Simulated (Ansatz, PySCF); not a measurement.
Energy difference R1 → P1, each structure at its B3LYP-D3(BJ)/def2-TZVP stationary point, reached from a drawn start; harmonic modes at that level show minima.
R1, CHN (SMILES C#N) (charge 0, multiplicity 1, Z-matrix in Å and degrees):
```
C
N 1 1.1462
H 1 1.0668 2 180.00
```
P1, CHN (SMILES [C-]#[NH+]) (charge 0, multiplicity 1):
```xyz
3

H      0.0000     0.0000    -1.0530
N      0.0000     0.0000    -0.0555
C      0.0000     0.0000     1.1086
```

P less R. No zero-point or thermal terms.

Correlated levels freeze the cores.

Run with Ansatz (a program for electronic structure); PySCF for the D3/D4 terms. No computed number here is a measurement.

```json
[
 {"level": "SVWN5/def2-TZVPP", "reaction energy (kcal/mol)": "13.94"},
 {"level": "PBE-D3(BJ)/def2-TZVPP", "reaction energy (kcal/mol)": "14.82"},
 {"level": "BHLYP-D3(BJ)/def2-TZVPP", "reaction energy (kcal/mol)": "12.39"},
 {"level": "BHLYP-D4/def2-TZVPP", "reaction energy (kcal/mol)": "12.43"},
 {"level": "CAM-B3LYP/def2-TZVPP", "reaction energy (kcal/mol)": "13.15"},
 {"level": "CAM-B3LYP-D3(BJ)/def2-TZVPP", "reaction energy (kcal/mol)": "13.11"},
 {"level": "CAM-B3LYP-D4/def2-TZVPP", "reaction energy (kcal/mol)": "13.13"},
 {"level": "B2PLYP/def2-TZVPP", "reaction energy (kcal/mol)": "15.29"},
 {"level": "SCS-MP2/cc-pVQZ", "reaction energy (kcal/mol)": "(withheld)"}
]
```

Question: What belongs in the gaps?

Answer: 
- SCS-MP2/cc-pVQZ, reaction energy (kcal/mol): 16.99
